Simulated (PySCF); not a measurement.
MgZn: script and output

File input.py (PySCF 2.14):

```python
from pyscf import gto, dft, tdscf

mol = gto.M(
    atom='Mg 0 0 0; Zn 0 0 2.672',
    basis='sbkjc',
    ecp={'Mg': 'sbkjc', 'Zn': 'sbkjc'},
    charge=0,
    spin=0,
    verbose=3,
)
mf = dft.RKS(mol, xc='mn15l')
mf = mf.density_fit(auxbasis='def2-universal-jkfit')
mf.kernel()
td = tdscf.TDA(mf)
td.nstates = 6
td.kernel()
td.analyze(verbose=3)
mf.dip_moment()
print('orbital energies (hartree):', mf.mo_energy[..., max(0, mol.nelec[1]-3):mol.nelec[0]+3].round(4))
```

```bash
$ OMP_NUM_THREADS=1 python input.py
```

It prints:

```
converged SCF energy = -225.832745901542
Excitation energies (eV)
[2.94070861 2.94070862 4.3489933  4.6705868  4.67058681 4.90383641]

** Singlet excitation energies and oscillator strengths **
Excited State   1:      2.94071 eV    421.61 nm  f=0.0013
Excited State   2:      2.94071 eV    421.61 nm  f=0.0013
Excited State   3:      4.34899 eV    285.09 nm  f=1.1762
Excited State   4:      4.67059 eV    265.46 nm  f=0.2487
Excited State   5:      4.67059 eV    265.46 nm  f=0.2487
Excited State   6:      4.90384 eV    252.83 nm  f=0.4871
Dipole moment(X, Y, Z, Debye):  0.00000,  0.00000, -0.69600
orbital energies (hartree): [-0.3837 -0.2625 -0.1632 -0.0616 -0.0616 -0.0355]
```

In short: E(SCF) = -225.832746 Eh, μz(SCF) = -0.70 D, first singlet excitations without spin–orbit coupling 2.94, 2.94, 4.35, 4.67, 4.67 eV.

Hardware: Arm Neoverse V2, 1 thread, shared host. Wall time 16 s, peak memory 0.25 GiB.

Stability towards an unrestricted solution was not tested. The bond length is a typed value, not an optimised one.
